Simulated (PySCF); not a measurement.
# MB anions for M along the fourth-period p block

CCSD(T) with triple-zeta basis sets in PySCF, for the lowest determinant that a PBE0 search found; no spin–orbit coupling. De refers to high-spin ground-configuration atoms (the charge goes to the atom of lower measured ionisation energy or higher electron affinity, which is not always the lowest computed limit).

```tsv
M	basis	reference, frozen orbitals	charged atom	state (unpaired electrons)	Re (Å)	ωe (cm⁻¹)	De (eV)
Ge	def2-TZVPPD	ROHF, 10	Ge−	triplet (σ ↑, π ↑)	1.936	692	n/a
As	def2-TZVPPD	ROHF, 10	As−	doublet (σ ↑)	1.814	866	n/a
Br	def2-TZVPPD	UHF, 10	Br−	doublet (π ↑)	2.123	384	1.17
```

The shortest bond is that of BAs⁻ (1.814 Å), the longest that of BBr⁻ (2.123 Å).

The state changes along the series, so neighbouring rows are not always alike in their bonding.

Correlated steps freeze 10 core orbitals. UHF and ROHF references stand side by side, which adds small steps between rows. Spin–orbit coupling is left out. For an ion De counts to the pair picked by the measured ionisation energies or electron affinities, which need not be the lowest pair at this level. States were picked by a PBE0 search and need not be the measured ground states.
